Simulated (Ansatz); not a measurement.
`[F][Nb]([F])(=[S])[Cl]` + `[NH2][AlH2]` → `[NH2][Nb]([F])(=[S])[Cl]` + `[F][AlH2]` at 700 K and 1 bar (redistribution).

Computed with Ansatz on PBE0-D4/def2-TZVP structures; ΔE is electronic, products minus reactants. CCSD(T)/CBS adds triple-zeta CCSD(T) − MP2 to the extrapolated MP2 energy (def2 sets, frozen cores). This one scheme is used for every species. def2 core potentials past Kr. For Nb outer-core shells are correlated without core-valence functions, which leaves a few kJ/mol of doubt a bond. One conformer a species, not always the lowest.

```csv
species,CCSD(T)/CBS energy (Eh),H − E (kJ/mol),S (J/(mol·K))
`[F][Nb]([F])(=[S])[Cl]`,-1114.29003,79.1,436.5
`[NH2][AlH2]`,-299.14566,147.5,319.0
`[NH2][Nb]([F])(=[S])[Cl]`,-1070.38350,151.2,466.1
`[F][AlH2]`,-343.06661,74.9,289.9
```

H − E and S are ideal-gas, rigid-rotor, harmonic terms from PBE0-D4/def2-TZVP, for one conformer and one mirror image of each species. 1 Eh = 2625.50 kJ/mol, R = 8.31446 J/(mol·K).

Task: By hand: ΔE, ΔH, ΔS and ΔG.

Result: ΔE = (-1070.38350) + (-343.06661) − (-1114.29003) − (-299.14566) = -0.01442 Eh = -37.9 kJ/mol. Δ(H − E) = 151.2 + 74.9 − 79.1 − 147.5 = -0.5, so ΔH = -38.4 kJ/mol. ΔS = 466.1 + 289.9 − 436.5 − 319.0 = 0.5 J/(mol·K). ΔG = -38.4 − 700 × (0.5)/1000 = -38.8 kJ/mol.

Task: By hand: the equilibrium constant, and the temperature at which ΔG would vanish if ΔH and ΔS stayed fixed.

Result: log₁₀ K = −ΔG/(RT ln 10) = 2.9. ΔH and −TΔS have one sign here, so there is no such temperature. One of them is within its doubt of zero, so this could turn.

The number of gas molecules stays the same, so ΔS is small and ΔH decides. A doubt of 5 kJ/mol in ΔE shifts log₁₀ K by 0.4 here. Other conformers and mirror images would add mixing entropy, several J/(mol·K) or more a flexible species. These are equilibria of isolated gas molecules and say nothing of rates. Largest T1 diagnostic: 0.023 (customary marks: 0.02 for closed shells, 0.045 for open ones).
